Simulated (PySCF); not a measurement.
Molfile (atoms numbered from 1):
```
C2H7FSi2
     RDKit          3D

 12 12  0  0  0  0  0  0  0  0999 V2000
    0.3187   -2.1582   -1.0420 F   0  0  0  0  0  0  0  0  0  0  0  0
    0.1893   -0.8055   -0.8292 C   0  0  1  0  0  0  0  0  0  0  0  0
   -1.1021   -0.4175   -0.0988 C   0  0  0  0  0  0  0  0  0  0  0  0
   -0.5230    1.2710    0.6014 Si  0  0  0  0  0  4  0  0  0  0  0  0
    1.4677    0.0812    0.3198 Si  0  0  0  0  0  4  0  0  0  0  0  0
    0.2107   -0.3024   -1.8158 H   0  0  0  0  0  0  0  0  0  0  0  0
   -1.2291   -1.0873    0.7707 H   0  0  0  0  0  0  0  0  0  0  0  0
   -2.0166   -0.4788   -0.7087 H   0  0  0  0  0  0  0  0  0  0  0  0
   -0.7250    2.4035   -0.3522 H   0  0  0  0  0  0  0  0  0  0  0  0
   -1.0610    1.6363    1.9438 H   0  0  0  0  0  0  0  0  0  0  0  0
    1.7891   -0.7716    1.5043 H   0  0  0  0  0  0  0  0  0  0  0  0
    2.7217    0.6028   -0.3003 H   0  0  0  0  0  0  0  0  0  0  0  0
  1  2  1  0
  2  3  1  0
  3  4  1  0
  4  5  1  0
  5  2  1  0
  2  6  1  6
  3  7  1  0
  3  8  1  0
  4  9  1  0
  4 10  1  0
  5 11  1  0
  5 12  1  0
M  END
```

Geometry: PBE0-D3(BJ)/def2-SVP; GIAO shifts from PySCF 2.14, gas phase, non-relativistic, averaged over equivalent atoms.

At PBE0/aug-cc-pVDZ (186 basis functions, 18 s wall time on 1 thread of an Arm Neoverse V2, shared host):
```tsv
atoms	δ (ppm)
F1	-181.4
C2	81.5
C3	22.5
Si5	-43.6
Si4	-80.8
H6	5.04
H12	4.74
H11	4.57
H10	4.18
H9	3.96
H8	2.27
H7	1.80
```

Shifts are taken against calculated references (same method and geometry level): ¹⁹F (σref 194.15) against CFCl3; ¹³C (σref 195.12) and ²⁹Si (σref 416.72) and ¹H (σref 31.39) vs TMS.

Question: Estimate the result of repeating the calculation with PBE0/cc-pVTZ.

Answer: 
| atoms | δ at PBE0/cc-pVTZ | change |
| --- | --- | --- |
| F1 | -184.9 | -3.5 |
| C2 | 84.6 | +3.1 |
| C3 | 22.4 | -0.1 |
| Si5 | -47.5 | -3.9 |
| Si4 | -83.9 | -3.1 |
| H6 | 4.95 | -0.09 |
| H12 | 4.64 | -0.10 |
| H11 | 4.47 | -0.10 |
| H10 | 4.10 | -0.08 |
| H9 | 3.87 | -0.09 |
| H8 | 2.19 | -0.08 |
| H7 | 1.75 | -0.05 |

References, each an isolated molecule treated in the same way: CFCl3 for ¹⁹F (182.60 ppm); ¹³C (187.29 ppm) and ²⁹Si (360.00 ppm) and ¹H (31.29 ppm) vs TMS.

The largest change is at Si5 (silicon bonded to C, Si, 2 H, in a 4-membered ring). Cost: 256 basis functions, 32 s wall time on 1 thread of an Arm Neoverse V2, shared host.

Unscaled 19F shifts against computed CFCl3 carry errors that often reach 10 to 50 ppm.
